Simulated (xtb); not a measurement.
C₃H₇NSi, SMILES C(=C[SiH3])=CN. All values are semi-empirical tight-binding results from xtb (GFN2-xTB unless named), good for trends rather than for accurate numbers. The structure is a stationary point at GFN2-xTB. The structure was generated by enumeration; whether it is a known compound was not checked. The values are those of a single conformer.

Question: Estimate the properties. (The exact figures need the calculation; the answer reports its results.)

Answer: 
The orbital gap is 3.45 eV. The dipole moment comes out as 1.56 D. The zero-point energy is 53.5 kcal/mol. The G − E(el) at 298.15 K (modified RRHO) is 33.8 kcal/mol and the static polarisability (D4 model) is 74.0 bohr³. The solvation energy, GFN2-xTB/ALPB(water) is -2.7 kcal/mol. The solvation energy, GFN2-xTB/ALPB(hexane) comes out as -3.6 kcal/mol.
